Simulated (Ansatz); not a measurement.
The cluster Al2Cu3⁺, relaxed as a singlet with RKS r2SCAN-D4/def2-SVP in Ansatz, starting from the GFN1-xTB geometry. Force threshold 0.02 eV/Å.

The relaxation made no stability test and no search for a lower SCF solution. No other spin state of charge 1 was run. The structure comes from a short search, and lower isomers may exist.

Start:

```xyz
5

Al   -0.001    2.671    0.468
Al   -0.267   -2.664   -0.417
Cu    0.077    0.004   -0.016
Cu    0.030   -0.387    2.228
Cu    0.161    0.375   -2.263
```

(1) Estimate the energy that the relaxation releases and the steps that it takes.

(2) Does the start keep its bonding and symmetry?

(3) Predict the relaxed structure.

## Answers

(1) 2.87 eV, in 14 steps; 53 s on 4 threads of Arm Neoverse V1 on a shared host. No frequencies were taken in this run, so the end may be a saddle point.

(2) Bonds formed: Al1–Al2, Al1–Cu4, Al1–Cu5, Al2–Cu4, Al2–Cu5 (atoms count from 1). The end is the same structure that another start reached, the lowest one found. Point group Cs at the start, C2v at the end, both within 0.05 Å.

(3) 
```xyz
5

Al   -0.6333    1.3099    0.2383
Al   -0.7965   -1.2213   -0.2186
Cu    1.4083   -0.0878   -0.0195
Cu    0.0156   -0.3377    1.8670
Cu    0.0059    0.3369   -1.8672
```
Bond lengths (bridged metal pairs left out): 6 × Al–Cu 2.41 to 2.49 Å; 2 × Cu–Cu 2.36 Å; 1 × Al–Al 2.58 Å.
